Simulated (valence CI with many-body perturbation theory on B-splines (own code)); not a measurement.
A CI+MBPT run for Ga XXVII

Computed by relativistic CI+MBPT: three valence electrons over a frozen Dirac-Fock core [He], radial functions for each j: 6 s, 6 p, 5 d, 3 f, 1 g, with the one-electron correlation potential Σ1 (screened to all orders), the two-electron term Σ2, the three-electron term Σ3, Breit, model QED; selected single and double excitations, second order for the rest, scaled by the run's own slope (own B-spline code, finite nucleus).

Command, and the settings that its task file holds:

```sh
python run_cv.py task.json out
```

```
atom Ga  Z=31  mass_number=69  rms_radius_fm=3.9973
core [He]
valence 2s2 2p1
avg = 1
basis = S
breit = 1
cap = 10000
capref = 1200
cscale = 1
de = 0.0
dress = 0
eps = 2e-08
extrap = 1
h = 0.27
hh = 1
l2 = 3
lcore = 6
maxit = 60
n2 = 5
natural = 1
nlev = 20
nno = [3, 3, 3, 2, 1]
nroot = 26
nsp = [3, 3, 2, 1, 0]
pt2 = 1
qed = 1
rmax = 0.72
rpa = 1
s1 = 1
s2 = 1
s3 = 1
screen = 1
tol = 2e-05
whole = 1
```

It took 8.8 s on 1 thread of Arm Neoverse N1, on a shared host.

Log. The first blocks belong to the next ion, which gives the ionisation energy. Fields: 2J, parity (1 odd), roots, reference size, generating configurations, candidates as configurations/state functions, variational space P, stored matrix elements, Davidson steps; e2 is the range of second-order energies in hartree. The first line gives the box (bohr), its intervals, the orbitals and the steps of their self-consistent field. Window is the range of levels sought, series limit the energy at which the first omitted orbital would enter, core excitation an estimate of the first excitation out of the core, left out the lowest levels not solved, and shifts from estimates the range by which levels moved from their first estimate, all in cm⁻¹.

```
rmax 0.7 intervals 53 orbitals 36 references ['2s2 2p', '2s 2p2', '2p3'] scf 3 t 0.4
2J=0 par=0 roots 2 ref 15 generators 3 cand 92/92 P 107/107 nnz 0 it 0
   second order: generators 6 cand 0/0 e2 -0.00000 -0.00000
reference levels 125, estimated 125, window 12892886 1/cm; series limit 12892886, core excitation 76336884
2J=1 par=1 roots 7 ref 16 generators 12 cand 18/27 P 1506/2202 nnz 0 it 2
2J=1 par=1 roots 7 ref 16 generators 13 cand 31/44 P 1537/2246 nnz 0 it 4
   second order: generators 20 cand 403/588 e2 -0.00000 -0.00000
2J=3 par=1 roots 10 ref 23 generators 15 cand 405/867 P 1678/3384 nnz 1.6e+06 it 3
2J=3 par=1 roots 10 ref 23 generators 17 cand 34/64 P 1712/3448 nnz 1.6e+06 it 4
   second order: generators 26 cand 982/2183 e2 -0.00000 -0.00000
2J=1 par=0 roots 8 ref 18 generators 14 cand 25/33 P 1494/2213 nnz 0 it 3
2J=1 par=0 roots 8 ref 18 generators 15 cand 33/45 P 1527/2258 nnz 0 it 3
   second order: generators 25 cand 568/817 e2 -0.00000 -0.00000
2J=3 par=0 roots 7 ref 22 generators 12 cand 293/624 P 1545/3145 nnz 1.4e+06 it 3
2J=3 par=0 roots 7 ref 22 generators 15 cand 117/211 P 1662/3356 nnz 1.6e+06 it 6
   second order: generators 22 cand 879/1924 e2 -0.00000 -0.00000
2J=5 par=0 roots 5 ref 17 generators 12 cand 328/752 P 1518/3266 nnz 1.5e+06 it 4
2J=5 par=0 roots 5 ref 17 generators 14 cand 70/158 P 1588/3424 nnz 1.7e+06 it 4
   second order: generators 18 cand 621/1487 e2 -0.00001 -0.00000
2J=5 par=1 roots 5 ref 14 generators 10 cand 392/859 P 1543/3355 nnz 1.6e+06 it 4
2J=5 par=1 roots 5 ref 14 generators 10 cand 61/123 P 1604/3478 nnz 1.7e+06 it 3
   second order: generators 19 cand 1110/2829 e2 -0.00000 -0.00000
2J=7 par=1 roots 2 ref 6 generators 5 cand 36/79 P 1296/2776 nnz 1.2e+06 it 2
2J=7 par=1 roots 2 ref 6 generators 5 cand 49/101 P 1345/2877 nnz 1.3e+06 it 3
   second order: generators 10 cand 459/1215 e2 -0.00000 -0.00000
2J=9 par=1 roots 1 ref 1 generators 1 cand 90/199 P 635/1282 nnz 0 it 0
2J=9 par=1 roots 1 ref 1 generators 1 cand 35/53 P 670/1335 nnz 0 it 3
   second order: generators 6 cand 858/1976 e2 -0.00001 -0.00001
2J=7 par=0 roots 1 ref 6 generators 3 cand 143/294 P 1249/2750 nnz 1.2e+06 it 3
2J=7 par=0 roots 1 ref 6 generators 5 cand 30/58 P 1279/2808 nnz 1.3e+06 it 3
   second order: generators 6 cand 382/746 e2 -0.00000 -0.00000
left out: unestimated none, estimated 13597282, shifts from estimates -0 to 3
operators 0.2
```

The Davidson iterations converged. The settings are bad on purpose, so the numbers may not be properties of the ion.

The last digits are not significant, and no measured levels were compared; by estimate large intervals hold to a few tenths of a per cent, small ones and those within an open d or f shell to about a per cent.

* Valence energy: -313.7313 hartree
* Ionisation energy: 2683.5 eV (NIST: 2683 ± 1.4 eV (semi-empirical))
* Reference configurations for the orbitals: 2s2 2p, 2s 2p2, 2p3
* Radial orbitals: 36
* Box radius: 0.72 bohr
* Largest variational space: 3478
* Lowest levels: 2s²2p ²P°_1/2 0.00, 2s²2p ²P°_3/2 31.78, 2s2p² ⁴P_1/2 67.23, 2s2p² ⁴P_3/2 84.79, 2s2p² ⁴P_5/2 96.68, 2s2p² ²D_3/2 127.76, 2s2p² ²D_5/2 138.46, 2s2p² ²P_1/2 140.23, 2s2p² ²S_1/2 174.19, 2s2p² ²P_3/2 175.73, 2p³ ⁴S°_3/2 211.18, 2p³ ²D°_3/2 236.68, 2p³ ²D°_5/2 244.95, 2p³ ²P°_1/2 266.35 eV

Names give the largest LS component (configuration and term), which can be under half, so a name can repeat, a term be missing and a line seem to break the LS rules; names also repeat where a configuration has a term twice.
